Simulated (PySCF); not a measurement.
# Identify the compound

An unknown has the formula C$_{5}$H$_{8}$F$_{3}$NSi. Its calculated NMR data are:

1H NMR (400 MHz, computed): δ 8.83 (m, 1H), 8.75 (m, 1H), 5.34 (m, 1H), 4.61 (m, 1H), 1.71 (m, 1H), 1.15 (m, 1H), 0.73 (m, 1H), 0.34 (m, 1H).

13C{1H} NMR (computed): δ 172.8 (CH2), 136.6 (C), 20.5 (CH), 8.7 (CH2), 4.3 (CH).

A single conformation, no solvent model, averaged over atoms made equivalent by symmetry, fast rotation or ring inversion, non-relativistic Hamiltonian. NMR shieldings at PBE0/pcSseg-1/GIAO; coordinates at the GFN2-xTB level; PySCF 2.14.

Shifts are taken against calculated references (same method and geometry level): 1H (σ = 31.72 ppm) and 13C (σ = 186.93 ppm) vs TMS.

Question: Which of these isomers gave the spectra?
A. CC#C[Si@@](C)(N)C(F)(F)F
B. C=N[SiH2][C@@H]1C[C@H]1C(F)(F)F
C. C=N[SiH2]CC(=C)C(F)(F)F
D. C=C/N=C\[C@@H]([SiH3])C(F)(F)F
E. C#C[C@H](N(C)[SiH3])C(F)(F)F

Answer: B. 

1. Rings plus π bonds: 2 (1 ring in the answer).
2. 5 carbon signals for 5 carbons: no two carbons are equivalent.
3. Carbon types of the structure: 1 × C, 2 × CH, 2 × CH2, leaving 2 H on heteroatoms.
4. δC 172.8: C=N carbon.
5. δC 136.6: CF3 carbon; 3 electronegative neighbours deshield it.
6. δC 20.5, 8.7, 4.3: three-membered-ring carbon; carbons of three-membered rings are unusually shielded.
7. δH 8.83, 8.75: hydrogen on a C=N carbon.
8. δH 1.71, 1.15, 0.73, 0.34: hydrogen on a three-membered-ring carbon.

The others: CC#C[Si@@](C)(N)C(F)(F)F would give 2 signals for carbon-bound and other non-exchanging H, not 8; C=N[SiH2]CC(=C)C(F)(F)F would give 6 signals for carbon-bound and other non-exchanging H, not 8; C=C/N=C\[C@@H]([SiH3])C(F)(F)F would give 6 signals for carbon-bound and other non-exchanging H, not 8; C#C[C@H](N(C)[SiH3])C(F)(F)F would give 4 signals for carbon-bound and other non-exchanging H, not 8.

Splittings by 19F in the carbon and heteronuclear signals aren't shown, as no couplings were computed. Shifts are as computed. Against solution values, carbons near 30 ppm lie about +3 ppm off and those near 130 ppm about +5 ppm. Of 1211 compounds with measured shifts, 218 miss one by over three times the rms of a fit or turn the order of signals round; such compounds aren't used in these exercises. No couplings were computed; multiplicities are counted from neighbouring protons, with m where these are inequivalent, close in shift, in a saturated or five-membered ring or joined by F or P, and br s for small geminal =CH2 splittings.
